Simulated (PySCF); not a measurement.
C2H8O2Si, SMILES CO[Si@@H](C)O.

Coordinates come from a PBE0-D3(BJ)/def2-SVP optimisation. The structure was generated by enumeration; whether it is a known compound was not checked. Other conformers were not sampled.

Level of theory: ωB97X/def2-TZVP run with PySCF.

The molecule is in vacuum.

```yaml
total_energy: -521.10999 hartree
highest_occupied_level: -10.54 eV
lowest_empty_level: 2.88 eV
orbital_gap: 13.42 eV
dipole_moment: 0.60 D
quadrupole, principal values (traceless, Buckingham form, about the centre of nuclear charge): -8.30, 2.35, 5.95 D·Å
mean_static_polarisability: 55.0 bohr³ (8.14 Å³)
polarisability_principal_values: 50.8, 55.6, 58.5 bohr³
```
